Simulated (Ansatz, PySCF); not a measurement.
This PySCF input computes a CCSD(T)/cc-pVDZ energy:

```python
from pyscf import gto, scf, mp, cc as ccmod

mol = gto.M(
    atom='''
    B    -0.75292693   -0.03938241   -0.04068470
    N     0.69916731   -0.00104991   -0.01098677
    H    -1.23341142   -0.71105686   -0.90474779
    H    -1.20904296    1.12392383    0.06209953
    H    -1.19454407   -0.24121976    1.11522353
    H     1.22013636    0.53055227    0.67094606
    H     1.28732554   -0.49793807   -0.66319044
    ''',
    basis='cc-pvdz',
    charge=0,
    spin=1,
    verbose=4,
)

mf = scf.UHF(mol)
mf.conv_tol = 1e-10
mf.max_cycle = 100
mf.kernel()
mo, _, stable, _ = mf.stability(return_status=True)
if not stable:
    mf.kernel(mf.make_rdm1(mo, mf.mo_occ))
mp2 = mp.MP2(mf, frozen=2).run()
cc = ccmod.CCSD(mf, frozen=2)
cc.max_cycle = 100
cc.kernel()
et = cc.ccsd_t()
print(f'E(CCSD(T)) = {cc.e_tot + et:.9f}')
```

Q: Write an input for the same energy in Ansatz (a first-principles code) and say what it gives.

A: 
Ansatz 0.2 input:
```yaml
crystal:
  periodic: [false, false, false]
  atoms:
    - {symbol: B, position_ang: [-0.75292693, -0.03938241, -0.04068470]}
    - {symbol: N, position_ang: [0.69916731, -0.00104991, -0.01098677]}
    - {symbol: H, position_ang: [-1.23341142, -0.71105686, -0.90474779]}
    - {symbol: H, position_ang: [-1.20904296, 1.12392383, 0.06209953]}
    - {symbol: H, position_ang: [-1.19454407, -0.24121976, 1.11522353]}
    - {symbol: H, position_ang: [1.22013636, 0.53055227, 0.67094606]}
    - {symbol: H, position_ang: [1.28732554, -0.49793807, -0.66319044]}
basis:
  gaussian:
    orbitals: cc-pVDZ
magnetization: {spin_polarized: true, initial_magnetization: 1}
correlation: {method: ccsd_t, electrons: outside_noble_gas}
```
It gives -82.30312 Eh, and PySCF -82.30312 Eh, a difference of 0.00 mEh.

It need not be the lowest isomer of its formula.
